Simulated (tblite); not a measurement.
C₄H₁₆OSi₃.
SMILES with atom numbers: `[CH3:1][CH:2]([CH3:3])[O:4][C:5]([SiH3:6])([SiH3:7])[SiH3:8]` (hydrogens: H9, H10, H11 on C1; H12 on C2; H13, H14, H15 on C3; H16, H17, H18 on Si6; H19, H20, H21 on Si7; H22, H23, H24 on Si8)

Structure optimised with GFN2-xTB, isolated species.

Q: What internal coordinates does the optimisation give?

A: 
```csv
bond,length (bohr),order
"C1–C2, C2–C3",2.890,single
C2–O4,2.680,single
O4–C5,2.746,single
"C5–Si6, C5–Si7, C5–Si8",3.618,single
C1–H9 and 5 like bonds,2.054,single
C2–H12,2.074,single
Si6–H16 and 8 like bonds,2.768,single
```

Bonds in one row agree within 0.02 bohr and their mean is given. Orders are formal, as drawn. A selection of angles:
```csv
angle,degrees
C2–C1–H9,110.3
H9–C1–H10,109.1
C1–C2–C3,110.8
C1–C2–O4,109.1
C1–C2–H12,109.0
O4–C2–H12,109.7
C2–O4–C5,119.1
O4–C5–Si6,111.0
O4–C5–Si8,97.1
Si6–C5–Si7,114.4
Si6–C5–Si8,111.0
C5–Si6–H16,108.2
C5–Si6–H17,109.6
C5–Si6–H18,111.8
H16–Si6–H17,111.0
H16–Si6–H18,108.4
H22–Si8–H23,110.1
```

Dihedral angles: C1–C2–O4–C5 119° (anticlinal); C2–O4–C5–Si6 -64° (synclinal).

The C–O distances run from 1.418 Å (C2–O4, drawn single) to 1.453 Å (O4–C5, drawn single), a spread of 0.035 Å. Of the pairs four or more bonds apart, Si7···H12 is among the closest relative to their van der Waals radii: 2.95 Å, 89 % of the sum of Bondi's values. Si6 (SiH3 silicon) is tetrahedral (angles from 107.9° to 111.8°).

Point group: Cs (tolerance 0.08 Å). Its GFN2-xTB frequencies are all real (lowest 49 cm⁻¹). The numbers are those of one conformer.

Hardware: an Arm Neoverse V2 with one thread, shared host with 96 logical CPUs at a one-minute load of 75. Cost: 0.57 s wall. That covers the optimisation of the geometry.

All values are computed, not measured.
